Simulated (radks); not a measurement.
Isoelectronic series with 3 electrons, each ion in its NIST ground configuration. Calculated with a radial shooting solver on a logarithmic mesh with Libxc functionals: scalar-relativistic Kohn-Sham, BLYP, spin-polarised, spherical densities, point nucleus; open shells are filled with parallel spins first. Total energies (hartree) and mean radii <r> (bohr):

ion	configuration	E (hartree)	2s up	1s down	1s up
Li	[He] 2s1	-7.48350	3.768	0.5827	0.5812
Be+	[He] 2s1	-14.33448	2.240	0.4202	0.4193
B2+	[He] 2s1	-23.43997	1.616	0.3283	0.3278
C3+	[He] 2s1	-34.79969	1.268	0.2693	0.2691
N4+	[He] 2s1	-48.41523	1.044	0.2282	0.2281
O5+	[He] 2s1	-64.28884	0.8882	0.1980	0.1980
F6+	[He] 2s1	-82.42319	0.7728	0.1749	0.1748
Ne7+	[He] 2s1	-102.82137	0.6840	0.1565	0.1565
Mg9+	[He] 2s1	-150.42341	0.5561	0.1294	0.1294
Al10+	[He] 2s1	-177.63532	0.5085	0.1190	0.1190
Si11+	[He] 2s1	-207.12717	0.4684	0.1102	0.1102
P12+	[He] 2s1	-238.90396	0.4341	0.1026	0.1026
S13+	[He] 2s1	-272.97107	0.4045	0.09594	0.09595
